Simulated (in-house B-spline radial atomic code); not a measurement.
The numbers below are computed, except where a source is named.
## Quantum size effects in thin Ag films (jellium)

The positive ions are smeared into a uniform slab; the electrons are solved self-consistently in the LDA (PW92) on a fine grid across the film. Stabilised jellium adds, inside the slab, the constant potential −n de/dn that makes the bulk stable at the metal's density. No lattice, so no dependence on crystal face. Atomic units unless named. The table is for plain jellium.

Ag: 1 valence electron per atom, density 10.5 g/cm³, mass 107.87 u, so r_s = 3.02 bohr.

```json
{"thickness (nm)": "0.588", "in Fermi wavelengths": "1.125", "filled subbands": "3", "work function (eV)": "3.350", "surface energy (J/m²)": "0.241"}
{"thickness (nm)": "0.654", "in Fermi wavelengths": "1.250", "filled subbands": "3", "work function (eV)": "3.480", "surface energy (J/m²)": "0.235"}
{"thickness (nm)": "0.719", "in Fermi wavelengths": "1.374", "filled subbands": "3", "work function (eV)": "3.409", "surface energy (J/m²)": "0.216"}
{"thickness (nm)": "0.785", "in Fermi wavelengths": "1.500", "filled subbands": "3", "work function (eV)": "3.212", "surface energy (J/m²)": "0.215"}
{"thickness (nm)": "0.850", "in Fermi wavelengths": "1.625", "filled subbands": "4", "work function (eV)": "3.344", "surface energy (J/m²)": "0.236"}
{"thickness (nm)": "0.915", "in Fermi wavelengths": "1.750", "filled subbands": "4", "work function (eV)": "3.437", "surface energy (J/m²)": "0.231"}
{"thickness (nm)": "0.981", "in Fermi wavelengths": "1.875", "filled subbands": "4", "work function (eV)": "3.391", "surface energy (J/m²)": "0.218"}
{"thickness (nm)": "1.046", "in Fermi wavelengths": "2.000", "filled subbands": "4", "work function (eV)": "3.259", "surface energy (J/m²)": "0.218"}
{"thickness (nm)": "1.112", "in Fermi wavelengths": "2.125", "filled subbands": "5", "work function (eV)": "3.341", "surface energy (J/m²)": "0.232"}
{"thickness (nm)": "1.177", "in Fermi wavelengths": "2.250", "filled subbands": "5", "work function (eV)": "3.412", "surface energy (J/m²)": "0.229"}
{"thickness (nm)": "1.243", "in Fermi wavelengths": "2.375", "filled subbands": "5", "work function (eV)": "3.381", "surface energy (J/m²)": "0.220"}
{"thickness (nm)": "1.308", "in Fermi wavelengths": "2.500", "filled subbands": "5", "work function (eV)": "3.285", "surface energy (J/m²)": "0.220"}
{"thickness (nm)": "1.373", "in Fermi wavelengths": "2.625", "filled subbands": "6", "work function (eV)": "3.341", "surface energy (J/m²)": "0.230"}
```

At what steps in thickness do new subbands fill, and why?

λ_F = 2π/k_F = 9.887 bohr = 0.523 nm. New subbands appear by 1.625, 2.125, 2.625 λ_F, each within the grid step of 1/8 λ_F; the true step is half a wavelength (0.262 nm), since a level crosses E_F each time one more half wave at k_F fits across the film.

How large is the oscillation of the work function here?

It runs from 3.212 to 3.480 eV over the table, 0.27 eV within the first four rows and 0.13 eV within the last four, about a thick-film value of 3.35 eV. The grid can skip the cusp where a subband opens, so the true swing can be larger; measurement on the bulk metal gives 4.26 to 4.74 eV.

The film of 22.25 bohr has subband bottoms at -8.689, -8.066, -7.048, -5.68, -4.062 eV, measured from the vacuum level. Show that these levels and neutrality give the work function in the table.

Each subband holds (E_F − ε_j)/π electrons per bohr², spin included. Neutrality needs n L = 0.0086674 × 22.25 = 0.19285, and π n L × 27.2114 = 16.486 eV. So E_F = (π n L + Σ ε_j)/5 = (16.486 + (-33.545))/5 = -3.412 eV, and the work function is 3.412 eV.
